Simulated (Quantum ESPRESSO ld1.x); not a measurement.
Results of a calculation; reference values are marked as such.
One sound ld1.x (Quantum ESPRESSO 7.5) input for neutral silver gives E = -5312.34 hartree in 23 iterations:

```
 &input
    zed=47.0,
    iswitch=1,
    rel=2,
    dft='PZ',
    config='[Kr] 4d10 5s1',
    lsmall=.true.,
    prefix='ld1',
    max_out_wfc=37,
    file_charge='ld1.rho',
 /
```

Changed or added lines, one case at a time, and what came of them:

- dx=0.1: inaccurate. The radial step is too large to integrate the orbitals; the run ends without a warning, but the energy is off by -0.005364 hartree against the default mesh.
- confg=1: refused. The program stops in ld1_readin with "reading input namelist": the namelist holds a keyword that &input does not know.
- config='[Kr] 4d10 5s1 1s1': refused. The program stops in el_config with "occupation wrong": the bracketed core already holds 1s.
- beta=1.5: harmless. The Broyden-type mixing copes: 25 iterations against 23, same energy.
- xmin=-3.0: silently wrong. The mesh starts too far from the nucleus; the run ends without a warning, but the energy is off by -1.376 hartree against the default mesh.
- config='[Kr] 4d10 5s1 5s1': refused. The program stops in el_config with "occupation wrong": a shell may stand twice only as spin up and down (lsd = 1) or as its two j (rel = 2, l > 0), within their capacities.
- config='[Kr] 4d10 5s1 6d-1': harmless. A negative occupation marks a state as unused; the result equals that of the sound run.
